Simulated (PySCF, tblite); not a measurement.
Isomers of C5H9FSi, one GFN2-xTB conformer each. Single-point energies are computed at PBE0/pcSseg-1 (PySCF, gas phase, no added dispersion term), electronic only.

**Question.** Rank them by PBE0/pcSseg-1 energy, lowest first (kJ/mol).
A. `[CH3:1][C:2]1=[CH:3][Si@H:4]([F:5])[CH2:6][CH2:7]1` with C2–C3–Si4–F5 122°, C3–Si4–C6–C7 -15°, Si4–C6–C7–C2 18°, C1–C2–C7–C6 167°
B. `[CH:1]#[C:2][CH2:3][C@H:4]([F:5])[SiH2:6][CH3:7]` with C2–C3–C4–F5 -172°, C3–C4–Si6–C7 176°

**Answer.** A (0.0), B (364.6).

As drawn, the lower has an Si–F bond and a C=C bond outside aromatic rings, which the higher lacks; the higher has a C≡C bond, which the lower lacks. GFN2-xTB itself gives, in the same order: 0.0, 315.8. Both levels put the same isomer lowest.

**Question.** Which frontier levels, dipoles and rotational constants go with these structures?

**Answer.** 
```tsv
SMILES	HOMO (eV, PBE0/pcSseg-1)	LUMO (eV)	dipole (D)	A, B, C (MHz)
CC1=C[Si@H](F)CC1	-7.49	-0.26	2.65	4385, 1448, 1200
C#CC[C@H](F)[SiH2]C	-7.85	0.68	1.20	3225, 1303, 1003
```

**Question.** What happens when harmonic zero-point energies from GFN2-xTB frequencies are added?

**Answer.** 
| SMILES | ZPE (kJ/mol) | electronic (kJ/mol) | with ZPE (kJ/mol) |
| --- | --- | --- | --- |
| CC1=C[Si@H](F)CC1 | 329.7 | 0.0 | 0.0 |
| C#CC[C@H](F)[SiH2]C | 310.1 | 364.6 | 344.9 |

The zero-point energies span 19.6 kJ/mol. The order is unchanged.
